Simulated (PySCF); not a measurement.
CH$_{5}$AsGa (SMILES [CH3][Ga+][AsH2]), charge +1, singlet, geometry from GFN2-xTB (such geometries of metal compounds can be far from the true shape); DF-BLYP/def2-SV(P) in PySCF.

PySCF was given this input:
```python
from pyscf import gto, scf, dft

mol = gto.Mole()
mol.atom = '''
    Ga   -0.26480194    0.69918643   -0.52061264
    C    -0.83543884    2.30076768   -1.71543877
    H    -1.70711157    2.79755934   -1.27679112
    H    -1.09230900    1.94070960   -2.71727407
    H    -0.01152453    3.01875020   -1.79098556
    As    0.51746235   -1.22006838    0.91834543
    H    -0.39845149   -2.08947204    0.08418954
    H    -0.64536779   -0.88467631    1.82708655
'''
mol.basis = 'def2-sv(p)'
mol.charge = 1
mol.verbose = 4
mol.build()

mf = dft.RKS(mol)
mf.xc = 'blyp'
mf = mf.density_fit(auxbasis='def2-universal-jkfit')
mf.kernel()
mf.analyze()
```

The log (banner, timings and long lists left out):

```
PySCF version 2.14.0

[INPUT] verbose = 4
[INPUT] num. atoms = 8
[INPUT] num. electrons = 74
[INPUT] charge = 1
[INPUT] spin (= nelec alpha-beta = 2S) = 0
[INPUT] symmetry False subgroup None
[INPUT] Mole.unit = angstrom
[INPUT] Symbol           X                Y                Z      unit          X                Y                Z       unit  Magmom
[INPUT]  1 Ga    -0.264801940000   0.699186430000  -0.520612640000 AA   -0.500403143854   1.321270862712  -0.983815306587 Bohr   0.0
[INPUT]  2 C     -0.835438840000   2.300767680000  -1.715438770000 AA   -1.578750601424   4.347820791451  -3.241709458761 Bohr   0.0
[INPUT]  3 H     -1.707111570000   2.797559340000  -1.276791120000 AA   -3.225973331376   5.286620969819  -2.412785535077 Bohr   0.0
[INPUT]  4 H     -1.092309000000   1.940709600000  -2.717274070000 AA   -2.064164853398   3.667409631314  -5.134903797682 Bohr   0.0
[INPUT]  5 H     -0.011524530000   3.018750200000  -1.790985560000 AA   -0.021778205414   5.704611116476  -3.384472201451 Bohr   0.0
[INPUT]  6 As     0.517462350000  -1.220068380000   0.918345430000 AA    0.977862121274  -2.305595091442   1.735421350446 Bohr   0.0
[INPUT]  7 H     -0.398451490000  -2.089472040000   0.084189540000 AA   -0.752964190025  -3.948529900536   0.159095173153 Bohr   0.0
[INPUT]  8 H     -0.645367790000  -0.884676310000   1.827086550000 AA   -1.219568372716  -1.671795934791   3.452693185376 Bohr   0.0

nuclear repulsion = 359.882684206866
number of shells = 40
number of NR pGTOs = 192
number of NR cGTOs = 88
basis = def2-sv(p)
ecp = {}

******** <class 'pyscf.df.df_jk.DFRKS'> ********
method = DFRKS
initial guess = minao
damping factor = 0
level_shift factor = 0
DIIS = <class 'pyscf.scf.diis.CDIIS'>
diis_start_cycle = 1
diis_space = 8
diis_damp = 0
SCF conv_tol = 1e-09
SCF conv_tol_grad = None
SCF max_cycles = 50
direct_scf = False
XC library pyscf.dft.libxc version 7.1.2
    S. Lehtola, C. Steigemann, M. J. T. Oliveira, and M. A. L. Marques,  SoftwareX 7, 1–5 (2018)
XC functionals = blyp
    A. D. Becke,  Phys. Rev. A 38, 3098 (1988)
    C. Lee, W. Yang, and R. G. Parr,  Phys. Rev. B 37, 785 (1988)
    B. Miehlich, A. Savin, H. Stoll, and H. Preuss,  Chem. Phys. Lett. 157, 200 (1989)
radial grids:
    Treutler-Ahlrichs [JCP 102, 346 (1995); DOI:10.1063/1.469408] (M4) radial grids

becke partition: Becke, JCP 88, 2547 (1988); DOI:10.1063/1.454033
pruning grids: <function nwchem_prune>
grids dens level: 3
symmetrized grids: False
atomic radii adjust function: <function treutler_atomic_radii_adjust>
small_rho_cutoff = 0
Set gradient conv threshold to 3.16228e-05
Initial guess from minao.
tot grids = 104488
init E= -4199.99371699876
  HOMO = -0.280442204158561  LUMO = -0.118403313482877  gap/eV = 4.40930
cycle= 1 E= -4200.97858152122  delta_E= -0.985  |g|= 0.88  |ddm|= 2.74
  HOMO = -0.424636655941091  LUMO = -0.34747202247808  gap/eV = 2.09976
cycle= 2 E= -4200.59699281382  delta_E= 0.382  |g|= 1.53  |ddm|= 2.53
  HOMO = -0.430097062747873  LUMO = -0.283613674195844  gap/eV = 3.98602
cycle= 3 E= -4201.09856844266  delta_E= -0.502  |g|= 0.204  |ddm|= 1.77
  HOMO = -0.430612268662816  LUMO = -0.281485900739714  gap/eV = 4.05794
cycle= 4 E= -4201.10571998842  delta_E= -0.00715  |g|= 0.147  |ddm|= 0.427
  HOMO = -0.431209431073641  LUMO = -0.285409505852079  gap/eV = 3.96742
cycle= 5 E= -4201.11254331446  delta_E= -0.00682  |g|= 0.0496  |ddm|= 0.246
  HOMO = -0.432348890797551  LUMO = -0.284367596970977  gap/eV = 4.02678
cycle= 6 E= -4201.11315993124  delta_E= -0.000617  |g|= 0.00933  |ddm|= 0.09
  HOMO = -0.431509619595324  LUMO = -0.283925557953747  gap/eV = 4.01597
cycle= 7 E= -4201.11320558226  delta_E= -4.57e-05  |g|= 0.00146  |ddm|= 0.0214
  HOMO = -0.431709986985863  LUMO = -0.284071726483027  gap/eV = 4.01744
cycle= 8 E= -4201.11320625679  delta_E= -6.75e-07  |g|= 0.000407  |ddm|= 0.00301
  HOMO = -0.431710957877133  LUMO = -0.284079262702726  gap/eV = 4.01726
cycle= 9 E= -4201.11320633657  delta_E= -7.98e-08  |g|= 9.45e-05  |ddm|= 0.000833
  HOMO = -0.431708735427933  LUMO = -0.284078597205839  gap/eV = 4.01722
cycle= 10 E= -4201.11320634041  delta_E= -3.84e-09  |g|= 2.23e-05  |ddm|= 0.0002
  HOMO = -0.431707443545277  LUMO = -0.284076585157649  gap/eV = 4.01724
cycle= 11 E= -4201.11320634059  delta_E= -1.85e-10  |g|= 4.92e-06  |ddm|= 5.5e-05
  HOMO = -0.43170758916  LUMO = -0.28407691294776  gap/eV = 4.01724
Extra cycle  E= -4201.11320634055  delta_E= 4.37e-11  |g|= 1.3e-05  |ddm|= 2.58e-05
converged SCF energy = -4201.11320634055
**** SCF Summaries ****
Total Energy =                       -4201.113206340546640
Nuclear Repulsion Energy =             359.882684206866259
One-electron Energy =                -6552.795128331770684
Two-electron Energy =                 1991.799237784357729
Two-electron Coulomb Energy =         2156.909423808512656
DFT Exchange-Correlation Energy =     -165.110186024154984
HOMO-LUMO gap [eV] =                     4.017235318804890
**** MO energy ****
MO #1   energy= -424.39185622797   occ= 2
MO #2   energy= -371.268243074247  occ= 2
MO #3   energy= -53.3942815836648  occ= 2
MO #4   energy= -47.8020531447957  occ= 2
MO #5   energy= -47.8009409617562  occ= 2
MO #6   energy= -47.8000830457286  occ= 2
MO #7   energy= -45.5846929674797  occ= 2
MO #8   energy= -40.4514341134354  occ= 2
MO #9   energy= -40.4512843068939  occ= 2
MO #10  energy= -40.4480926418506  occ= 2
MO #11  energy= -10.1111268919481  occ= 2
MO #12  energy= -6.92033276466751  occ= 2
MO #13  energy= -5.50247853018426  occ= 2
MO #14  energy= -5.03172289608298  occ= 2
MO #15  energy= -5.02899389627128  occ= 2
MO #16  energy= -5.02609308063329  occ= 2
MO #17  energy= -3.83729335048645  occ= 2
MO #18  energy= -3.8367978983717   occ= 2
MO #19  energy= -3.8260592942747   occ= 2
MO #20  energy= -1.70839026033153  occ= 2
MO #21  energy= -1.70747762883212  occ= 2
MO #22  energy= -1.70526144781442  occ= 2
MO #23  energy= -1.70487179436638  occ= 2
MO #24  energy= -1.70291155011344  occ= 2
MO #25  energy= -0.973969115030439 occ= 2
MO #26  energy= -0.973966853323479 occ= 2
MO #27  energy= -0.968247212325446 occ= 2
MO #28  energy= -0.966491411949935 occ= 2
MO #29  energy= -0.966044923359363 occ= 2
MO #30  energy= -0.79292081841422  occ= 2
MO #31  energy= -0.763145872240844 occ= 2
MO #32  energy= -0.557722552550748 occ= 2
MO #33  energy= -0.538958138608478 occ= 2
MO #34  energy= -0.538691189482335 occ= 2
MO #35  energy= -0.513718280818138 occ= 2
MO #36  energy= -0.462801379881595 occ= 2
MO #37  energy= -0.43170758916     occ= 2
MO #38  energy= -0.28407691294776  occ= 0
MO #39  energy= -0.282466824205    occ= 0
MO #40  energy= -0.273525234370654 occ= 0
MO #41  energy= -0.177814000474813 occ= 0
MO #42  energy= -0.163636155934451 occ= 0
MO #43  energy= -0.115120184913756 occ= 0
MO #44  energy= -0.0536123713374509 occ= 0
MO #45  energy= -0.0533899716926264 occ= 0
 ** Mulliken pop on meta-lowdin orthogonal AOs  **
 ** Mulliken pop  **
 ** Mulliken atomic charges  **
charge of    0Ga =      0.66360
charge of    1C =     -0.37702
charge of    2H =      0.14901
charge of    3H =      0.14925
charge of    4H =      0.14929
charge of    5As =      0.18758
charge of    6H =      0.03913
charge of    7H =      0.03916

WARN: System has nonzero charge 1; the dipole moment is origin-dependent.
Location of origin: [0. 0. 0.]

Dipole moment(X, Y, Z, Debye): -1.24673,  2.13087, -1.65177
```
